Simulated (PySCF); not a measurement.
Which basis set comes closest?

Molecule: `c1(Cl)cccc(N)c1`, C$_{6}$H$_{6}$ClN.

Geometry (Å), atoms numbered from 1 in this order:
```xyz
14

N     2.163   -0.608   -0.034
C     0.806   -0.385    0.006
C     0.276    0.903   -0.191
C    -1.098    1.107   -0.194
C    -1.990    0.053   -0.002
C    -1.459   -1.220    0.194
Cl   -2.530   -2.564    0.440
C    -0.088   -1.452    0.201
H     2.764    0.190    0.116
H     2.503   -1.462    0.387
H     0.956    1.745   -0.348
H    -1.488    2.116   -0.348
H    -3.069    0.206   -0.002
H     0.286   -2.466    0.355
```

Geometry PBE0-D3(BJ)/def2-SVP throughout; GIAO in PySCF, gas phase, one conformer, non-relativistic; equivalent atoms averaged; functional PBE0.

Reference values (measured; solution, DMSO-d6; Viesser, Ducati, Tormena, Autschbach, PCCP 2018 (ESI)): δ(C6) = 133.4 ppm. Computed shifts are taken against TMS, calculated as an isolated molecule at each level.

How do the basis sets STO-3G, pcSseg-0, 6-31G, 6-31G*, cc-pVDZ, def2-SVP, pcSseg-1, aug-cc-pVDZ, 6-311+G(2d,p), def2-TZVP, cc-pVTZ perform against the reference? Times are CPU seconds on shared hosts with different chips, so compare them loosely.

Answers


```tsv
basis set	functions	C6	abs. error C	core-s
STO-3G	50	119.4	14.0	4.2
pcSseg-0	88	152.3	18.9	7.1
6-31G	88	138.8	5.4	9
6-31G*	128	134.8	1.4	14
cc-pVDZ	146	143.0	9.6	14
def2-SVP	146	141.3	7.9	13
pcSseg-1	173	146.9	13.5	21
aug-cc-pVDZ	242	143.0	9.6	32
6-311+G(2d,p)	260	145.4	12.0	37
def2-TZVP	290	147.9	14.5	43
cc-pVTZ	328	146.6	13.2	48
```

For 13C the closest is 6-31G* (1.4 ppm) and the furthest pcSseg-0 (18.9 ppm). Where a smaller basis beats a larger one, errors probably cancel. One molecule is a small sample, and vibrational and solvent effects are absent from the calculation.

A small basis that lands close on one nucleus may do so by chance; judge by the trend and by all nuclei.
